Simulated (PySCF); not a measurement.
Quadrupolar nuclei of `O=C([O-])c1ncc[nH]1` in NMR

Compound: C4H3N2O2 (charge -1).
Numbering: `[O:1]=[C:2]([O-:3])[c:4]1[n:5][cH:6][cH:7][nH:8]1` (hydrogens: H9 on C6; H10 on C7; H11 on N8)

Cartesian coordinates in Å at the GFN2-xTB level; atoms count from 1:
```xyz
11
C4H3N2O2 angstrom
O      2.883   -0.891    0.140
C      2.084    0.039    0.037
O      2.297    1.265   -0.074
C      0.569   -0.269    0.035
N     -0.138   -1.375    0.125
C     -1.438   -0.991    0.062
C     -1.534    0.367   -0.069
N     -0.247    0.809   -0.084
H     -2.233   -1.714    0.115
H     -2.379    1.025   -0.149
H      0.141    1.738   -0.164
```

Computed at B3LYP/pcJ-1 (PySCF, non-relativistic):

```csv
atom,environment,nucleus,spin I,Q (b),CQ = χzz (MHz),η
O1,carboxylate oxygen,17O,5/2,-0.0256,8.888,0.231
O3,carboxylate oxygen,17O,5/2,-0.0256,7.791,0.517
N5,pyridine-type nitrogen,14N,1,0.02044,-4.547,0.034
N8,pyrrole-type nitrogen,14N,1,0.02044,-2.361,0.263
```

Question: Which field gradients stand behind these couplings (CQ in MHz = 234.96 × Q in b × Vzz in au)?

Answer: The tensor is traceless, so η fixes the two smaller values:

```json
{"atom": "O1", "Vxx (au)": "0.568", "Vyy (au)": "0.910", "Vzz (au)": "-1.478", "Vzz (10²¹ V/m²)": "-14.36"}
{"atom": "O3", "Vxx (au)": "0.313", "Vyy (au)": "0.982", "Vzz (au)": "-1.295", "Vzz (10²¹ V/m²)": "-12.59"}
{"atom": "N5", "Vxx (au)": "0.457", "Vyy (au)": "0.489", "Vzz (au)": "-0.947", "Vzz (10²¹ V/m²)": "-9.20"}
{"atom": "N8", "Vxx (au)": "0.181", "Vyy (au)": "0.310", "Vzz (au)": "-0.492", "Vzz (10²¹ V/m²)": "-4.78"}
```

Question: PQ = |CQ|√(1 + η²/3), νQ = 3|CQ|/[2I(2I − 1)], ν0 = |g|·7.62259 MHz/T·B with g(17O) = −0.75752, g(14N) = 0.40376: values at 18.8 T?

Answer: 
| atom | PQ (MHz) | νQ (MHz) | ν0 (MHz) | νQ/ν0 |
| --- | --- | --- | --- | --- |
| O1 | 8.967 | 1.333 | 108.56 | 0.012 |
| O3 | 8.130 | 1.169 | 108.56 | 0.011 |
| N5 | 4.548 | 6.820 | 57.86 | 0.118 |
| N8 | 2.388 | 3.542 | 57.86 | 0.061 |

For O1: PQ = 8.888 × 1.0089, νQ = 8.888 × 0.1500, ν0 = 5.7742 MHz/T × 18.8 T.

Question: For half-integer spins with νQ below a tenth of ν0, find the second-order shift of the centre of gravity of the central transition at 18.8 and 23.5 T.

Answer: From −(3/40)(PQ/ν0)²[I(I + 1) − 3/4]/[I(2I − 1)]², which goes as 1/B² (ppm):

```tsv
site	18.8 T	23.5 T
17O at O1	-40.9	-26.2
17O at O3	-33.7	-21.5
```

Question: In the extreme-narrowing limit, with isotropic tumbling and one correlation time, the quadrupolar linewidth goes as PQ². What relative widths follow for the 17O sites?

Answer: O1 1, O3 0.82, with O1 as 1.

Question: Quadrupolar 1/T1 and linewidth for τc = 1 ps (extreme narrowing, isotropic tumbling)?

Answer: Rate = (3π²/10) PQ² τc (2I + 3)/[I²(2I − 1)], the same for T1 and T2; width = rate/π.

```json
{"site": "17O at O1", "spin factor (2I + 3)/[I²(2I − 1)]": "0.320", "1/T1 (s⁻¹)": "76.2", "T1 (ms)": "13.1", "linewidth (Hz)": "24.3"}
{"site": "17O at O3", "spin factor (2I + 3)/[I²(2I − 1)]": "0.320", "1/T1 (s⁻¹)": "62.6", "T1 (ms)": "16", "linewidth (Hz)": "19.9"}
{"site": "14N at N5", "spin factor (2I + 3)/[I²(2I − 1)]": "5.000", "1/T1 (s⁻¹)": "306", "T1 (ms)": "3.27", "linewidth (Hz)": "97.5"}
{"site": "14N at N8", "spin factor (2I + 3)/[I²(2I − 1)]": "5.000", "1/T1 (s⁻¹)": "84.4", "T1 (ms)": "11.8", "linewidth (Hz)": "26.9"}
```

Solvent, lattice and vibrations would change these gradients. Geometry: GFN2-xTB; no solvent, vibrations or thermal averaging. The pcJ-1 basis has no diffuse functions, a weakness for an anion. GFN2-xTB bond lengths can be off by several hundredths of an ångström, more for odd bonds, and the gradients follow them. A larger basis could move these couplings by a tenth or more.
